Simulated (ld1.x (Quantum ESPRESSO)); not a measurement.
**An all-electron radial function and its pseudo partner (Cl)**

Columns: radius, all-electron u(r) and pseudo u(r) of the 3p shell (level -8.69 eV) of chlorine in the configuration [Ne] 3s2 3p5; BP86, scalar-relativistic, ultrasoft scheme, ld1.x (Quantum ESPRESSO) 7.5.

```csv
r (bohr),all-electron,pseudo
0.068,0.1164,-0.0058
0.135,0.2666,-0.0228
0.202,0.3486,-0.0502
0.270,0.3549,-0.0876
0.338,0.3014,-0.1331
0.405,0.2112,-0.1842
0.473,0.0991,-0.2407
0.540,-0.0191,-0.2989
0.608,-0.1381,-0.3589
0.675,-0.2490,-0.4174
0.742,-0.3502,-0.4737
0.810,-0.4415,-0.5276
0.878,-0.5207,-0.5773
0.945,-0.5869,-0.6217
1.013,-0.6424,-0.6614
1.080,-0.6863,-0.6952
1.148,-0.7206,-0.7237
1.215,-0.7454,-0.7460
1.283,-0.7623,-0.7623
1.350,-0.7719,-0.7719
1.418,-0.7754,-0.7754
1.485,-0.7738,-0.7738
1.553,-0.7676,-0.7676
1.620,-0.7579,-0.7579
1.688,-0.7450,-0.7450
1.755,-0.7298,-0.7298
```

Problem. How many radial nodes do the two functions have?

Solution. The all-electron 3p function has n − l − 1 = 1; the pseudo-wave has 0, since the states of the same l below it are removed with the core.

Problem. At about which radius was the pseudo-wave matched?

Solution. 1.30 bohr, where the columns begin to agree (steps of 0.07 bohr).

Problem. Is the pseudo-wave norm-conserving?

Solution. No, it belongs to an ultrasoft set: the norm inside the radius is not constrained, and the difference is carried by the augmentation charge.
